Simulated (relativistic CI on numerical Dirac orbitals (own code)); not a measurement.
## Radial parameters of Rh XIV

These numbers are calculated, not measured: Dirac-Coulomb-Breit CI, KLI orbitals optimised for each configuration, model QED (radiative potential, 1s self-energy scaled to tabulated hydrogen-like ionisation energies), unscaled Slater integrals (own radial code, finite nucleus).

Slater integrals F^k, G^k are unscaled and averaged over j, outside the closed core [Ar] 3d10; ζ comes from projecting the Hamiltonian with its Breit term on Σ l·s of the shell.

- 4s2 4p2: F^2(4p,4p) = 113090, ζ(4p) = 29346 cm⁻¹; <r>(4p) = 0.9232, <r^2>(4p) = 0.9606 (bohr units).
- 4s 4p3: F^2(4p,4p) = 113110, G^1(4s,4p) = 149250, ζ(4p) = 29272 cm⁻¹; <r>(4s) = 0.8805, <r^2>(4s) = 0.8695, <r>(4p) = 0.923, <r^2>(4p) = 0.9603 (bohr units).
- 4p4: F^2(4p,4p) = 112970, ζ(4p) = 29207 cm⁻¹; <r>(4p) = 0.924, <r^2>(4p) = 0.9624 (bohr units).

Averages of the first 10 configurations, taken without configuration mixing, which lowers the lowest level and can move excited configurations by several eV; other configurations of the list can lie among them:

| Configuration | Parity | States | Average energy above the lowest level (eV) |
| --- | --- | --- | --- |
| 4s2 4p2 | even | 15 | 9.6 |
| 4s 4p3 | odd | 40 | 47.9 |
| 4p4 | even | 15 | 91.2 |
| 4s2 4p 4d | odd | 60 | 69.7 |
| 4s 4p2 4d | even | 300 | 105.8 |
| 4s2 4p 4f | even | 84 | 128.6 |
| 4s 4p2 4f | odd | 420 | 165.0 |
| 4p3 4d | odd | 200 | 147.0 |
| 4s 4p 4d2 | odd | 540 | 165.2 |
| 4s2 4p 5s | odd | 12 | 132.2 |
